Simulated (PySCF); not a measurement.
GeI2, SMILES [I][Ge][I] (connectivity only; charge and spin as stated), neutral, multiplicity 1.

Geometry: r2SCAN-D4/def2-SVP. The isomer is the one that the SMILES or the coordinates give; other isomers of the formula were not compared. The def2 effective core potentials stand for the cores of I; spin–orbit coupling is left out.

The numbers are results of PBE/def2-TZVPD (PySCF), not measurements.

Symmetry labels are those of the subgroup C2v that the program uses (full group C2v).

Computed valence orbital energies around the gap with their symmetry:
| orbital | symmetry | energy (eV) |
|---|---|---|
| HOMO−7 | B2 | -17.31 |
| HOMO−6 | A1 | -12.48 |
| HOMO−5 | B2 | -8.42 |
| HOMO−4 | A1 | -7.59 |
| HOMO−3 | B1 | -7.41 |
| HOMO−2 | A2 | -6.80 |
| HOMO−1 | B2 | -6.42 |
| HOMO | A1 | -6.33 |
| LUMO | B1 | -4.00 |
| LUMO+1 | A1 | -2.20 |
| LUMO+2 | B2 | -1.67 |
| LUMO+3 | A1 | -0.18 |
